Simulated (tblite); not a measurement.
Species: C7H14S.
SMILES with atom numbers: `[CH3:1][CH:2]([CH3:3])[C@@H:4]1[CH2:5][C@H:6]1[CH2:7][SH:8]` (hydrogens: H9, H10, H11 on C1; H12 on C2; H13, H14, H15 on C3; H16 on C4; H17, H18 on C5; H19 on C6; H20, H21 on C7; H22 on S8)

Structure used (GFN2-xTB), in Å, numbered top down from 1:
```
atom  x, y, z in Å
C1    -1.9487   -1.2203    0.1153
C2    -1.3276    0.0260   -0.5135
C3    -2.2671    1.2236   -0.3815
C4     0.0031    0.3297    0.1413
C5     1.0708    1.0801   -0.5978
C6     1.2478   -0.3827   -0.3072
C7     2.2601   -0.8260    0.7076
S8     3.9375   -0.9752   -0.0201
H9    -2.1346   -1.0569    1.1749
H10   -1.2809   -2.0722    0.0109
H11   -2.8938   -1.4608   -0.3656
H12   -1.1560   -0.1670   -1.5781
H13   -1.8246    2.1066   -0.8363
H14   -2.4633    1.4380    0.6669
H15   -3.2155    1.0199   -0.8729
H16   -0.0772    0.5293    1.2041
H17    0.8761    1.3769   -1.6173
H18    1.6731    1.7893   -0.0482
H19    1.1536   -1.0617   -1.1466
H20    2.3213   -0.1300    1.5446
H21    2.0361   -1.8239    1.0859
H22    3.9990    0.2767   -0.4680
```

Computed values, GFN2-xTB/tblite, gas phase, harmonic and unscaled. The method is semi-empirical: single wavenumbers can be off by several per cent or more. Modes of hydrogen on sulfur can be 10 to 20 % off. One conformer, not necessarily the lowest.

Harmonic wavenumbers (cm⁻¹): 48.5, 68.8, 121.6, 140.6, 200.6, 207.0, 222.9, 257.6, 313.4, 361.0, 379.8, 473.3, 485.3, 706.2, 770.3, 817.7, 873.6, 903.7, 932.7, 948.2, 968.1, 975.4, 1001.2, 1022.7, 1056.4, 1078.0, 1099.0, 1118.1, 1150.7, 1169.4, 1191.6, 1210.5, 1232.0, 1245.4, 1270.1, 1316.3, 1342.4, 1406.4, 1418.8, 1419.5, 1446.9, 1484.9, 1495.7, 1497.9, 1505.4, 1508.5, 2439.5, 2932.4, 2977.5, 2991.7, 3028.1, 3029.6, 3033.0, 3036.0, 3038.4, 3041.3, 3041.9, 3046.8, 3078.2, 3096.2.

A = 4371, B = 685.0, C = 625.2 MHz; mass 130.082 u (most abundant isotopes); point group C1, symmetry number 1.

Question: What is the zero-point energy?

Answer: Half the sum of the wavenumbers: 41837 cm⁻¹ = 500.49 kJ/mol.

Question: What is S at 298.15 K and 1 bar for an ideal gas of classical rigid rotors and harmonic oscillators?

Answer: Translation 169.57, rotation 123.56, vibration 125.66: S = 418.8 J/(mol K).

Question: And Cp and H(298.15 K) − H(0)?

Answer: Cp = 165.23 J/(mol K), of which vibrations give 131.97 (their classical limit is 60 R = 498.9); H(298.15 K) − H(0) = 29.82 kJ/mol without the zero-point energy, 19.91 from vibrations.

Question: Which modes carry the vibrational entropy at 298.15 K?

Answer: 48.5 cm⁻¹: 20.41; 68.8 cm⁻¹: 17.52; 121.6 cm⁻¹: 12.86; 140.6 cm⁻¹: 11.70; 200.6 cm⁻¹: 8.90; 207.0 cm⁻¹: 8.66 J/(mol K); the other 54 give 45.61 together.

Question: Blend soft modes into free rotors: weight 1/[1 + (100 cm⁻¹/ν̃)⁴] for the oscillator and the rest for a rotor with moment μB/(μ + B), μ = h/(8π²ν), B = 10⁻⁴⁴ kg m². What vibrational entropy results?

Answer: 116.54 J/(mol K) in place of 125.66, which changes −T·S at 298.15 K by +2.72 kJ/mol.

Question: What must be added to the electronic energy to get the Gibbs energy at 298.15 K and 1 bar?

Answer: ZPE + [H(298.15 K) − H(0)] − T·S = 500.49 + 29.82 − 124.86 = 405.45 kJ/mol.

Question: How do the functions run with temperature in this model?

Answer: 
| T (K) | S (J/(mol K)) | Cp (J/(mol K)) | H − H(0) (kJ/mol) | G − H(0) (kJ/mol) | ln q(vib) |
| --- | --- | --- | --- | --- | --- |
| 100 | 292.7 | 81.7 | 5.51 | -23.75 | 1.68 |
| 200 | 362.2 | 122.3 | 15.78 | -56.67 | 4.42 |
| 300 | 419.8 | 166.1 | 30.13 | -95.82 | 7.13 |
| 500 | 526.3 | 255.5 | 72.59 | -190.57 | 12.52 |
| 800 | 668.0 | 346.7 | 164.09 | -370.30 | 20.47 |
| 1000 | 749.9 | 387.0 | 237.67 | -512.24 | 25.51 |

q(vib) and H(0) count from the zero-point level.

Hindered rotation and anharmonicity are outside this model. Other conformers, if any are populated, would add a mixing term that is left out. The structure is chiral; the term R ln 2 for an equal mix with its mirror image is left out.
